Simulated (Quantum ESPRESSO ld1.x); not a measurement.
Input file for ld1.x (Quantum ESPRESSO 7.5):

```
 &input
    zed=82.0,
    iswitch=1,
    rel=2,
    dft='EV93',
    config='[Xe] 4f14 5d9.5 6s2 6p2 7s0.5 6d0 7p0',
    rel_dist='average',
    verbosity='high',
    lsmall=.true.,
    prefix='ld1',
    max_out_wfc=37,
    file_charge='ld1.rho',
 /
```

Command: `OMP_NUM_THREADS=1 ld1.x < ld1.in > ld1.out`

Output (excerpt):

```
     Program LD1 v.7.5 starts

 classical turning point too close to mesh           7           0          -1   [2 such lines]
 classical turning point too close to mesh           7           1           1
     --------------------------- All-electron run ----------------------------

     dirac relativistic calculation

     atomic number is 82.00
     dft =EV93   lsd =0 sic =0 latt =0  beta=0.20 tr2=1.0E-14
     Exchange-correlation= EV93
                           (   1   4  25   0   0   0   0)
     mesh =2127 r(mesh) =  99.61181 a.u. xmin = -8.00 dx = 0.00800
     1 Ry =  13.60569312 eV, c = 137.03599908

     n l j   nl                  e(Ry)          e(Ha)          e(eV)
     Spin orbit split results
     1 0 0.5 1S 1( 2.00)   -6467.302207986   -3233.651103993 -87992.1291755
     2 0 0.5 2S 1( 2.00)   -1156.089394039    -578.044697019 -15729.3975180
     2 1 0.5 2P 1( 2.00)   -1109.593699493    -554.796849746 -15096.7913665
     2 1 1.5 2P 1( 4.00)    -948.747222520    -474.373611260 -12908.3635609
     3 0 0.5 3S 1( 2.00)    -277.788125187    -138.894062594  -3779.4999845
     3 1 0.5 3P 1( 2.00)    -256.939784220    -128.469892110  -3495.8438552
     3 1 1.5 3P 1( 4.00)    -221.042313099    -110.521156549  -3007.4338792
     4 0 0.5 4S 1( 2.00)     -63.198419411     -31.599209706   -859.8583004
     4 1 0.5 4P 1( 2.00)     -54.191673077     -27.095836538   -737.3152737
     4 1 1.5 4P 1( 4.00)     -45.413008095     -22.706504047   -617.8754519
     3 2 1.5 3D 1( 4.00)    -187.068449172     -93.534224586  -2545.1959124
     3 2 2.5 3D 1( 6.00)    -179.430155020     -89.715077510  -2441.2716262
     5 0 0.5 5S 1( 2.00)     -10.896510015      -5.448255007   -148.2545714
     5 1 0.5 5P 1( 2.00)      -7.834917152      -3.917458576   -106.5994784
     5 1 1.5 5P 1( 4.00)      -6.199988250      -3.099994125    -84.3551375
     4 2 1.5 4D 1( 4.00)     -30.818096573     -15.409048286   -419.3015646
     4 2 2.5 4D 1( 6.00)     -29.178842124     -14.589421062   -396.9983716
     4 3 2.5 4F 1( 6.00)     -10.290163003      -5.145081502   -140.0048000
     4 3 3.5 4F 1( 8.00)      -9.920281589      -4.960140795   -134.9723070
     5 2 1.5 5D 1( 3.80)      -1.971371712      -0.985685856    -26.8218786
     5 2 2.5 5D 1( 5.70)      -1.776808300      -0.888404150    -24.1747085
     6 0 0.5 6S 1( 2.00)      -1.060022739      -0.530011370    -14.4223441
     6 1 0.5 6P 1( 0.67)      -0.477267081      -0.238633541     -6.4935494
     6 1 1.5 6P 1( 1.33)      -0.351478850      -0.175739425     -4.7821134
     7 0 0.5 7S 1( 0.50)      -0.115776320      -0.057888160     -1.5752171
     6 2 1.5 6D 1( 0.00)      -0.029184162      -0.014592081     -0.3970707
     6 2 2.5 6D 1( 0.00)      -0.028699237      -0.014349619     -0.3904730
     7 1 0.5 7P 1( 0.00)      -0.058003252      -0.029001626     -0.7891744
     7 1 1.5 7P 1( 0.00)      -0.050930069      -0.025465035     -0.6929389
     Averaged results
     1 0     1S 1( 2.00)   -6467.302207986   -3233.651103993 -87992.1291755
     2 0     2S 1( 2.00)   -1156.089394039    -578.044697019 -15729.3975180
     2 1     2P 1( 6.00)   -1002.362714844    -501.181357422 -13637.8394961
     3 0     3S 1( 2.00)    -277.788125187    -138.894062594  -3779.4999845
     3 1     3P 1( 6.00)    -233.008136806    -116.504068403  -3170.2372045
     4 0     4S 1( 2.00)     -63.198419411     -31.599209706   -859.8583004
     4 1     4P 1( 6.00)     -48.339229755     -24.169614878   -657.6887259
     3 2     3D 1(10.00)    -182.485472681     -91.242736340  -2482.8413407
     5 0     5S 1( 2.00)     -10.896510015      -5.448255007   -148.2545714
     5 1     5P 1( 6.00)      -6.744964551      -3.372482275    -91.7699178
     4 2     4D 1(10.00)     -29.834543904     -14.917271952   -405.9196488
     4 3     4F 1(14.00)     -10.078802195      -5.039401098   -137.1290897
     5 2     5D 1( 9.50)      -1.854633665      -0.927316833    -25.2335765
     6 0     6S 1( 2.00)      -1.060022739      -0.530011370    -14.4223441
     6 1     6P 1( 2.00)      -0.393408261      -0.196704130     -5.3525921
     7 0     7S 1( 0.50)      -0.115776320      -0.057888160     -1.5752171
     6 2     6D 1( 0.00)      -0.028893207      -0.014446604     -0.3931121
     7 1     7P 1( 0.00)      -0.053287797      -0.026643898     -0.7250174

     final scf error:  5.1E-15 reached in  37 iterations

     Etot =  -41863.279143 Ry,  -20931.639571 Ha, -569578.929135 eV

     Ekin =   48749.981804 Ry,   24374.990902 Ha,  663277.292174 eV
     Encl = -105945.514081 Ry,  -52972.757041 Ha,-1441462.152345 eV
     Eh   =   16119.264158 Ry,    8059.632079 Ha,  219313.761496 eV
     Exc  =    -787.011023 Ry,    -393.505511 Ha,  -10707.830461 eV

     normalization and overlap integrals

     s(1S/1S) =  1.000000  <r> =   0.0160  <r2> =    0.0004  r(max) =   0.0098
     LC norm =  0.90199647 + SC norm =  0.09800353 =  1.00000000
     s(2S/2S) =  1.000000  <r> =   0.0669  <r2> =    0.0054  r(max) =   0.0571
     LC norm =  0.97740658 + SC norm =  0.02259342 =  1.00000000
     s(2P/2P) =  1.000000  <r> =   0.0549  <r2> =    0.0038  r(max) =   0.0425
     LC norm =  0.97733860 + SC norm =  0.02266140 =  1.00000000
     s(2P/2P) =  1.000000  <r> =   0.0638  <r2> =    0.0050  r(max) =   0.0499
     LC norm =  0.98006908 + SC norm =  0.01993092 =  1.00000000
     s(3S/3S) =  1.000000  <r> =   0.1739  <r2> =    0.0347  r(max) =   0.1616
     LC norm =  0.99239851 + SC norm =  0.00760149 =  1.00000000
     s(3P/3P) =  1.000000  <r> =   0.1644  <r2> =    0.0316  r(max) =   0.1504
     LC norm =  0.99246034 + SC norm =  0.00753966 =  1.00000000
     s(3P/3P) =  1.000000  <r> =   0.1807  <r2> =    0.0379  r(max) =   0.1655
     LC norm =  0.99325288 + SC norm =  0.00674712 =  1.00000000
     s(4S/4S) =  1.000000  <r> =   0.3839  <r2> =    0.1665  r(max) =   0.3625
     LC norm =  0.99738425 + SC norm =  0.00261575 =  1.00000000
     s(4P/4P) =  1.000000  <r> =   0.3853  <r2> =    0.1691  r(max) =   0.3596
     LC norm =  0.99748336 + SC norm =  0.00251664 =  1.00000000
     s(4P/4P) =  1.000000  <r> =   0.4196  <r2> =    0.2001  r(max) =   0.3927
     LC norm =  0.99778647 + SC norm =  0.00221353 =  1.00000000
     s(3D/3D) =  1.000000  <r> =   0.1570  <r2> =    0.0289  r(max) =   0.1292
     LC norm =  0.99336562 + SC norm =  0.00663438 =  1.00000000
     s(3D/3D) =  1.000000  <r> =   0.1619  <r2> =    0.0306  r(max) =   0.1334
     LC norm =  0.99357714 + SC norm =  0.00642286 =  1.00000000
     s(5S/5S) =  1.000000  <r> =   0.8544  <r2> =    0.8179  r(max) =   0.7876
     LC norm =  0.99930047 + SC norm =  0.00069953 =  1.00000000
     s(5P/5P) =  1.000000  <r> =   0.9126  <r2> =    0.9386  r(max) =   0.8264
     LC norm =  0.99938762 + SC norm =  0.00061238 =  1.00000000
     s(5P/5P) =  1.000000  <r> =   1.0024  <r2> =    1.1329  r(max) =   0.9024
     LC norm =  0.99948236 + SC norm =  0.00051764 =  1.00000000
     s(4D/4D) =  1.000000  <r> =   0.4244  <r2> =    0.2081  r(max) =   0.3834
     LC norm =  0.99798898 + SC norm =  0.00201102 =  1.00000000
     s(4D/4D) =  1.000000  <r> =   0.4354  <r2> =    0.2188  r(max) =   0.3927
     LC norm =  0.99806708 + SC norm =  0.00193292 =  1.00000000
     s(4F/4F) =  1.000000  <r> =   0.4506  <r2> =    0.2432  r(max) =   0.3483
     LC norm =  0.99842841 + SC norm =  0.00157159 =  1.00000000
     s(4F/4F) =  1.000000  <r> =   0.4569  <r2> =    0.2500  r(max) =   0.3511
     LC norm =  0.99846049 + SC norm =  0.00153951 =  1.00000000
     s(5D/5D) =  1.000000  <r> =   1.2584  <r2> =    1.8358  r(max) =   1.0505
     LC norm =  0.99966756 + SC norm =  0.00033244 =  1.00000000
     s(5D/5D) =  1.000000  <r> =   1.3034  <r2> =    1.9731  r(max) =   1.0847
     LC norm =  0.99968843 + SC norm =  0.00031157 =  1.00000000
     s(6S/6S) =  1.000000  <r> =   2.2474  <r2> =    5.7247  r(max) =   1.9295
     LC norm =  0.99989237 + SC norm =  0.00010763 =  1.00000000
     s(6P/6P) =  1.000000  <r> =   2.8588  <r2> =    9.4674  r(max) =   2.3193
     LC norm =  0.99993596 + SC norm =  0.00006404 =  1.00000000
     s(6P/6P) =  1.000000  <r> =   3.3129  <r2> =   12.7781  r(max) =   2.6360
     LC norm =  0.99995348 + SC norm =  0.00004652 =  1.00000000
     s(7S/7S) =  1.000000  <r> =   7.5939  <r2> =   66.0216  r(max) =   6.2045
     LC norm =  0.99999142 + SC norm =  0.00000858 =  1.00000000
     s(6D/6D) =  1.000000  <r> =  11.4398  <r2> =  150.0072  r(max) =  11.2153
     LC norm =  0.99999787 + SC norm =  0.00000213 =  1.00000000
     s(6D/6D) =  1.000000  <r> =  11.5652  <r2> =  152.8306  r(max) =  11.3054
     LC norm =  0.99999794 + SC norm =  0.00000206 =  1.00000000
     s(7P/7P) =  1.000000  <r> =  10.7983  <r2> =  130.5797  r(max) =   9.7892
     LC norm =  0.99999598 + SC norm =  0.00000402 =  1.00000000
     s(7P/7P) =  1.000000  <r> =  11.6225  <r2> =  150.0248  r(max) =  11.0373
     LC norm =  0.99999636 + SC norm =  0.00000364 =  1.00000000

     LC charge = 81.44285016 + SC charge =  0.55714984 = 82.00000000

     ------------------------ End of All-electron run ------------------------
```

Run on one thread of a shared host, so times are rough (Intel(R) Xeon(R) Processor @ 2.60GHz): 0.92 s of CPU time, 1.5 s wall, 37 iterations on 2127 mesh points.
